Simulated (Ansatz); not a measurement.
Consider the hydrogenolysis of a Ge–F bond: `C[O][Ge]([F])([F])[SeH]` + H₂ → `C[O][GeH]([F])[SeH]` + H–F.

Gas-phase electronic energies from Ansatz, PBE0-D4/def2-TZVP geometries. CCSD(T)/CBS is the MP2 limit (def2-TZVPP, def2-QZVPP) plus CCSD(T) − MP2 in def2-TZVPP, frozen cores. This one scheme is used for every species. Functionals use def2-TZVPP. B3LYP here is the variant with VWN-RPA as its local correlation; programs differ in this. For Ge, Se outer-core shells are correlated without core-valence functions, which leaves a few kJ/mol of doubt a bond. Scalar relativity is left out up to krypton. One conformer a species, not always the lowest.

```
             level  ΔE (kJ/mol)  difference from CCSD(T)/CBS
         r2SCAN-D4         56.2                         11.9
           PBE0-D4         41.6                         -2.7
          B3LYP-D4         50.4                          6.1
           ωB97X-V         52.6                          8.3
           ωB97M-V         50.1                          5.8
     HF/def2-TZVPP         51.0                          6.7
    MP2/def2-TZVPP         51.2                          6.9
CCSD(T)/def2-TZVPP         49.0                          4.7
SCS-MP2/def2-QZVPP         51.3                          7.0
    CCSD/CBS(def2)         42.3                         -2.0
       CCSD(T)/CBS         44.3                            0
```

Largest T1 diagnostic among the species: 0.011.

From PBE to PBE0 (25 % exact exchange), in def2-TZVPP and without D4, ΔE moves by −3.2 kJ/mol.
